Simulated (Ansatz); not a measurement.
Ideal-gas functions of `O=C=N[Si](F)(Cl)Cl` at 800 K and 1 bar, from an Ansatz frequency run at PBE0-D4/def2-TZVP.

Molar mass 160.01 g/mol, point group Cs (symmetry number 1), electronic degeneracy 1, moments of inertia 290.503, 482.126, 580.479 u Å². Harmonic wavenumbers (cm⁻¹, unscaled): 24, 50, 172, 203, 266, 297, 301, 479, 638, 638, 645, 720, 954, 1534, 2423.

Use S(trans) = R[1.5 ln M + 2.5 ln T − 1.1517]; rotational temperatures θ = 24.2544 K / I; S(rot) = R[ln(√π/σ · √(T³/θAθBθC)) + 1.5]; for each mode x = 1.438777 ν̃/T, S = R[x/(eˣ − 1) − ln(1 − e⁻ˣ)] and H = RT x/(eˣ − 1); 1 cm⁻¹ = 0.0119627 kJ/mol; R = 8.31446 J/(mol·K).

**Question.** By hand: the entropy, in J/(mol·K).

**Answer.** Translation 192.7. Rotation: θ = 0.0835, 0.0503, 0.0418 K, giving 136.5. Vibration, mode by mode: 34.45, 28.35, 18.10, 16.74, 14.52, 13.63, 13.52, 9.81, 7.61, 7.61, 7.53, 6.72, 4.78, 2.10, 0.58, in all 186.0. Electronic 0.0. Sum 515.2 J/(mol·K).

**Question.** By hand: H − E and G − E in kJ/mol, counted from the electronic energy.

**Answer.** Zero-point energy ½ × 9344 × 0.0119627 = 55.9; thermal vibration 61.5; translation, rotation and pV give 4 RT = 26.6. H − E = 144.0 kJ/mol, and G − E = 144.0 − 800 × 515.2/1000 = -268.2 kJ/mol.

Vibration gives 36 % of the entropy, 62.8 J/(mol·K) of it from the modes under 150 cm⁻¹: soft modes count most, and the harmonic formula is weakest for them. The sum counts one conformer and one mirror image; others add a mixing term.
